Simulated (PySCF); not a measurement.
## AlCl₃ + 3 HF → AlF₃ + 3 HCl

Level: PBE0 in the def2-TZVP basis family, all electrons, no relativity, computed in PySCF with density fitting; open shells unrestricted.

| species | state and structure | E (Eh) | ZPE (kJ/mol) | H(298 K) − H(0) (kJ/mol) | S° (J/(mol K)) |
| --- | --- | --- | --- | --- | --- |
| AlCl₃ | singlet, D3h, Al–Cl 2.070 Å (×3) | -1622.72797 | 12.7 | 16.4 | 313.2 |
| HF | singlet, C∞v, H–F 0.920 Å | -100.39188 | 24.9 | 8.7 | 173.6 |
| AlF₃ | singlet, D3h, Al–F 1.629 Å (×3) | -541.93207 | 20.3 | 14.2 | 277.8 |
| HCl | singlet, C∞v, H–Cl 1.279 Å | -460.66440 | 17.9 | 8.7 | 186.6 |

Question: What is the electronic reaction energy?

Answer: At PBE0/def2-TZVP, ΔE = -56.9 kJ/mol from the differences of the total energies times 2625.5, downhill. Ligand exchange with HF takes part in thermal etching.

Question: Add zero-point, thermal and entropy terms for 298.15 K and 1 bar.

Answer: ΔZPE = -13.4 and Δ[H(298) − H(0)] = -2.2 kJ/mol give ΔH° = -72.5 kJ/mol. ΔS° = 3.6 J/(mol K), so ΔG° = -72.5 − 298.15 × (0.0036) = -74 kJ/mol and log₁₀K = 12.9.

Only the bonding shown was studied: isomers, or loss of a ligand pair, can lie lower.
